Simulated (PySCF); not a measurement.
# Steps of a relaxation of Cs2F2

Cs2F2 (singlet). PySCF 2.14.0, RKS PBE0, Cs def2-SVP with ECP46, F def2-SVP; non-relativistic Hamiltonian with scalar-relativistic core potentials where named; density fitting; no spin-orbit coupling. Origin of the start: template. Columns: position (Å) and force (eV/Å). Energies are counted from the last step; some of the 24 steps are shown. Forces carry noise of the integration grid, about 0.01 to 0.03 eV/Å.

Run from Python with OMP_NUM_THREADS=2. Where DIIS fails, smearing, a level shift and second-order steps follow.
It took 100 s on 2 threads of Intel(R) Xeon(R) Platinum 8488C (Sapphire Rapids), with other jobs on the host, from the converged density of the start.

```xyz
4
step 0  E = 0.760 eV
Cs    0.0000    0.0000    2.2496     0.00    0.00   -1.32
Cs    0.0000    0.0000   -2.2496     0.00    0.00    1.32
F     1.9238    0.0000    0.0000    -1.05    0.00    0.00
F    -1.9238    0.0000    0.0000     1.05    0.00    0.00
```

```xyz
4
step 8  E = -0.010 eV
Cs    0.0000    0.0000    2.0557     0.00    0.00   -0.07
Cs    0.0000    0.0000   -2.0557     0.00    0.00    0.07
F     1.6022    0.0000    0.0000     0.04    0.00    0.00
F    -1.6022    0.0000    0.0000    -0.04    0.00    0.00
```

```xyz
4
step 15  E = -0.005 eV
Cs    0.0000    0.0000    2.0453     0.00    0.00   -0.04
Cs    0.0000    0.0000   -2.0453     0.00    0.00    0.04
F     1.6145    0.0000    0.0000     0.02    0.00    0.00
F    -1.6145    0.0000    0.0000    -0.02    0.00    0.00
```

Task: Where does the relaxation end?

Result: It converges at step 23 in D2h:
```xyz
4
step 23  E = 0
Cs    0.0000    0.0000    2.0347
Cs    0.0000    0.0000   -2.0347
F     1.6273    0.0000    0.0000
F    -1.6273    0.0000    0.0000
```

Task: How did the contacts change?

Result: 
```csv
contact,start (Å),end (Å)
Cs1–F3 (F),2.960,2.605
Cs1–F4 (F),2.960,2.605
```
